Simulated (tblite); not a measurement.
C6H9BF2.
Cartesian coordinates in Å at the GFN2-xTB level; atoms count from 1:
```
atom  x, y, z in Å
F1     3.523    0.894   -1.342
B2     2.676    0.518   -0.399
F3     3.244    0.331    0.782
C4     1.169    0.309   -0.651
C5     0.413   -0.794    0.082
C6    -0.784   -1.356   -0.655
C7    -1.882   -0.277   -0.563
C8    -1.224    1.019   -0.048
C9     0.152    0.619    0.442
H10    0.822    0.501   -1.660
H11    0.979   -1.452    0.724
H12   -1.112   -2.288   -0.195
H13   -0.531   -1.573   -1.694
H14   -2.366   -0.122   -1.525
H15   -2.650   -0.599    0.141
H16   -1.804    1.456    0.764
H17   -1.151    1.766   -0.841
H18    0.517    1.053    1.361
```

Level: GFN2-xTB in tblite, geometry and Hessian alike; calculated harmonic values, unscaled, isolated species. The method is semi-empirical: single wavenumbers can be off by several per cent or more. One conformer, not necessarily the lowest. The optimisation stopped once no atom felt more than 0.01 eV/Å.

Lowest wavenumbers of the output (negative numbers stand for imaginary wavenumbers):
```
mode    cm-1
  1     -92.0
  2      55.4
  3     106.7
  4     114.3
  5     270.1
  6     313.1
  7     358.4
  8     493.7
  9     538.4
 10     651.8
```

Is this structure a minimum?

No. 1 mode is imaginary beyond 20i (92i cm⁻¹), so at this level the point lies at or near a first-order saddle.

Which atoms move in the imaginary mode?

92i: C7 (ring CH2 carbon) 29 %, H14 (methylene hydrogen) 17 %, H15 (methylene hydrogen) 15 %. These are shares of the mass-weighted motion.

What is the remedy?

Step along that mode in both directions, optimise again with tighter thresholds and repeat the frequencies. The zero-point energy of this point (90.1 kcal/mol) counts the 47 real modes alone, and thermal corrections from it aren't those of a minimum.
